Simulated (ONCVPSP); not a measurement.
**Scattering properties, ONCV potential for vanadium (V)**

ONCVPSP 4.0.1 input, shortened (lines: element, Z, core and valence counts, functional; n l f; lmax; l rc ep ncon nbas qcut; lloc lpopt rc5 dvloc0; l nproj debl; icmod fcfact rcfact), PBEsol, scalar-relativistic:

```
  V 23.00    3    4  -116133      upf
    1    0    2.00
    2    0    2.00
    2    1    6.00
    3    0    2.00
    3    1    6.00
    3    2    3.00
    4    0    2.00
    3
    0    1.65    0.00    3    7    9.00
    1    1.40    0.00    4    9    7.90
    2    1.10    0.00    4    7    8.40
    3    1.50    0.08    4    8    7.30
    4    5    0.85    1.00
    0    2    3.30
    1    2    2.70
    2    1    1.50
    3    3    3.60
    3    4.25    1.15
```

The phase is arctan(r·R′/R) of the radial function R(r), unwrapped; energies in Ha, scanned from -4 to 5 Ha. A pole is an energy at which the radial function vanishes at the test radius. The pseudo phase is shifted by a multiple of π to meet the all-electron one at the reference energy, and phase errors are pseudo minus all-electron; the curves can meet again beyond the range given. Levels narrower than the energy grid can be missing from the lists of poles.

```json
{"channel": "s", "radius (bohr)": "1.68", "reference energy (Ha)": "-0.17", "poles, all-electron": "-2.26", "poles, pseudo": "-2.26", "unbroken range about the reference energy with phases within 0.05 rad": "the whole range", "phase error 1 Ha above the reference energy (rad)": "-0.001"}
{"channel": "p", "radius (bohr)": "1.43", "reference energy (Ha)": "-1.62", "poles, all-electron": "-0.61", "poles, pseudo": "-0.61", "unbroken range about the reference energy with phases within 0.05 rad": "the whole range", "phase error 1 Ha above the reference energy (rad)": "-0.000"}
{"channel": "d", "radius (bohr)": "1.12", "reference energy (Ha)": "-0.19", "poles, all-electron": "2.46", "poles, pseudo": "2.62", "unbroken range about the reference energy with phases within 0.05 rad": "below 4.2", "phase error 1 Ha above the reference energy (rad)": "+0.003"}
{"channel": "f", "radius (bohr)": "1.52", "reference energy (Ha)": "0.08", "poles, all-electron": "none", "poles, pseudo": "none", "unbroken range about the reference energy with phases within 0.05 rad": "the whole range", "phase error 1 Ha above the reference energy (rad)": "+0.000"}
```

Phases in the s channel:

```json
{"E (Ha)": "-3.98", "all-electron": "1.144", "pseudo": "1.144"}
{"E (Ha)": "-3.50", "all-electron": "0.965", "pseudo": "0.965"}
{"E (Ha)": "-3.02", "all-electron": "0.086", "pseudo": "0.085"}
{"E (Ha)": "-2.54", "all-electron": "-1.369", "pseudo": "-1.369"}
{"E (Ha)": "-2.06", "all-electron": "-1.649", "pseudo": "-1.649"}
{"E (Ha)": "-1.58", "all-electron": "-1.772", "pseudo": "-1.772"}
{"E (Ha)": "-1.10", "all-electron": "-1.871", "pseudo": "-1.871"}
{"E (Ha)": "-0.62", "all-electron": "-1.984", "pseudo": "-1.984"}
{"E (Ha)": "-0.14", "all-electron": "-2.151", "pseudo": "-2.151"}
{"E (Ha)": "0.34", "all-electron": "-2.449", "pseudo": "-2.449"}
{"E (Ha)": "0.82", "all-electron": "-3.017", "pseudo": "-3.018"}
{"E (Ha)": "1.30", "all-electron": "-3.704", "pseudo": "-3.706"}
{"E (Ha)": "1.78", "all-electron": "-4.117", "pseudo": "-4.120"}
{"E (Ha)": "2.26", "all-electron": "-4.327", "pseudo": "-4.330"}
{"E (Ha)": "2.74", "all-electron": "-4.447", "pseudo": "-4.450"}
{"E (Ha)": "3.22", "all-electron": "-4.524", "pseudo": "-4.528"}
{"E (Ha)": "3.70", "all-electron": "-4.579", "pseudo": "-4.583"}
{"E (Ha)": "4.18", "all-electron": "-4.620", "pseudo": "-4.626"}
{"E (Ha)": "4.66", "all-electron": "-4.654", "pseudo": "-4.661"}
```
